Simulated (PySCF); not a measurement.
K(OH) (HKO), SMILES [OH][K].

Geometry optimised at PBE-D3(BJ)/def2-TZVPD. The isomer is the one that the SMILES or the coordinates give; other isomers of the formula were not compared.

Two levels are set side by side: TDA-PBE/def2-TZVPD (PySCF) and TDA-PBE0/def2-TZVPD (PySCF). Vertical, same geometry. The lowest singlet is HOMO→LUMO 100 % with PBE and HOMO→LUMO 98 % with the other functional; states are paired by order. Differences are taken from unrounded values.

| quantity | TDA-PBE0 |
|---|---|
| lowest singlet excitation (eV) | 3.06 |
| lowest triplet excitation (TDA) (eV) | 3.01 |

Question: What does TDA-PBE give, and how far is it from TDA-PBE0? (Estimate from the structure and the level; the computed values follow.)

Answer: 
```json
[
 {"quantity": "lowest singlet excitation (eV)", "TDA-PBE": "2.08", "TDA-PBE minus TDA-PBE0": "-0.98"},
 {"quantity": "lowest triplet excitation (TDA) (eV)", "TDA-PBE": "2.04", "TDA-PBE minus TDA-PBE0": "-0.97"}
]
```

A lower first singlet is the usual sign of a functional without exact exchange. Differences between two approximate levels are no errors against the true value.

Rough cost on one machine, each run with all the roots and properties that it gave: TDA-PBE0 against TDA-PBE within a factor of 2.
